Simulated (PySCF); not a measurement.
**Removal energies of Sr²⁰⁺ from EOM-IP-GCCSD**

Reference: closed-shell Sr²⁰⁺, [Ar]; one electron is removed. Calculated with PySCF 2.14, two-component X2C-1e with screened spin-orbit coupling, an even-tempered Gaussian basis (19 s from 0.74 bohr⁻², ratio 2.6; 14 p from 0.96 bohr⁻², ratio 2.6; 6 d from 0.99 bohr⁻², ratio 2.8; 3 f from 21 bohr⁻², ratio 2.8); frozen [Ne]; the 64 highest virtual spinors dropped; of the others 50 kept and the rest restored at second order. No Breit or QED terms. Binding energies in eV.

| level | Koopmans | second order | EOM-CCSD |
| --- | --- | --- | --- |
| 3s1/2 | 1027.7 | 1017.6 | 1012.7 |
| 3p1/2 | 947.73 | 947.78 | 947.90 |
| 3p3/2 | 933.00 | 933.20 | 933.37 |

In EOM-CCSD the overlap with the one-orbital guess is low for 3s1/2 (weight 0.77). That can mean mixing with two-hole, one-particle states, where second order and EOM-CCSD lose accuracy, or only a rotation among the degenerate components of the shell; the terms of those configurations are not listed.

For comparison, the ionisation energy of Sr²⁰⁺ is 932 ± 3 eV (semi-empirical (NIST evaluation); NIST Atomic Spectra Database, ionization energies).
